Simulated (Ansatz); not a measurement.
`C[SiH](C)Br` + H–F → `C[SiH](F)Br` + CH₄ at 400 K and 1 bar (ligand exchange at the Si–C bond).

Gas-phase electronic energies from Ansatz, PBE0-D4/def2-TZVP geometries. CCSD(T)/CBS is the MP2 limit (def2-TZVPP, def2-QZVPP) plus CCSD(T) − MP2 in def2-TZVPP, frozen cores. This one scheme is used for every species. For Br outer-core shells are correlated without core-valence functions, which leaves a few kJ/mol of doubt a bond. Scalar relativity is left out up to krypton.

| species | CCSD(T)/CBS energy (Eh) | H − E (kJ/mol) | S (J/(mol·K)) |
| --- | --- | --- | --- |
| `C[SiH](C)Br` | -2942.79434 | 251.7 | 380.7 |
| H–F | -100.39570 | 36.5 | 182.2 |
| `C[SiH](F)Br` | -3002.78099 | 158.2 | 357.7 |
| CH₄ | -40.46206 | 131.3 | 197.2 |

H − E and S are ideal-gas, rigid-rotor, harmonic terms from PBE0-D4/def2-TZVP, for one conformer and one mirror image of each species. 1 Eh = 2625.50 kJ/mol, R = 8.31446 J/(mol·K).

**Question.** By hand: ΔE, ΔH, ΔS and ΔG.

**Answer.** ΔE = (-3002.78099) + (-40.46206) − (-2942.79434) − (-100.39570) = -0.05301 Eh = -139.2 kJ/mol. Δ(H − E) = 158.2 + 131.3 − 251.7 − 36.5 = 1.3, so ΔH = -137.9 kJ/mol. ΔS = 357.7 + 197.2 − 380.7 − 182.2 = -8.0 J/(mol·K). ΔG = -137.9 − 400 × (-8.0)/1000 = -134.7 kJ/mol.

**Question.** By hand: the equilibrium constant, and the temperature at which ΔG would vanish if ΔH and ΔS stayed fixed.

**Answer.** log₁₀ K = −ΔG/(RT ln 10) = 17.6. ΔG = 0 at ΔH/ΔS = 17238 K, far beyond where these terms or the molecules hold.

The number of gas molecules stays the same, so ΔS is small and ΔH decides. A doubt of 5 kJ/mol in ΔE shifts log₁₀ K by 0.7 here. Other conformers and mirror images would add mixing entropy, several J/(mol·K) or more a flexible species. These are equilibria of isolated gas molecules and say nothing of rates. Largest T1 diagnostic: 0.009 (customary marks: 0.02 for closed shells, 0.045 for open ones).
